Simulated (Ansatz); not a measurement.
Relaxation of AsH6N2 (9 atoms, charge 1, multiplicity 1), to a largest force component of 0.015 eV/Å in at most 40 steps.

The calculation used RKS PBE0/def2-SVP in Ansatz.

```xyz
9
Properties=species:S:1:pos:R:3
N -0.843 0.729 -1.152
As -0.693 0.799 0.584
N 0.580 -0.975 0.812
H -1.719 0.454 -1.575
H -0.244 1.196 -1.816
H 0.572 1.595 0.588
H 1.173 -1.106 -0.008
H 0.001 -1.808 0.929
H 1.173 -0.884 1.638
```

Where does it end, and by what steps?

The forces met the threshold. Limits of this set-up: the dipole of an ion depends on the origin. After 7 steps the energy has fallen by 0.047 eV; H5 moved furthest, 0.07 Å.

```tsv
step	energy less start (eV)	largest force component (eV/Å)	accepted
0	0.0000	0.728	yes
1	-0.0244	0.442	yes
2	-0.0426	0.369	yes
3	-0.0452	0.291	yes
4	-0.0466	0.164	yes
5	-0.0471	0.039	yes
6	-0.0471	0.013	no
7	-0.0472	0.007	yes
```

```xyz
9
Properties=species:S:1:pos:R:3
N -0.869 0.753 -1.161
As -0.688 0.763 0.596
N 0.569 -0.948 0.812
H -1.749 0.459 -1.574
H -0.202 1.143 -1.820
H 0.591 1.590 0.605
H 1.171 -1.072 -0.008
H 0.003 -1.797 0.909
H 1.173 -0.891 1.640
```

Whether the end is a true minimum wasn't checked by a vibrational analysis.

The run took 93 s on 1 CPU thread of a shared host.
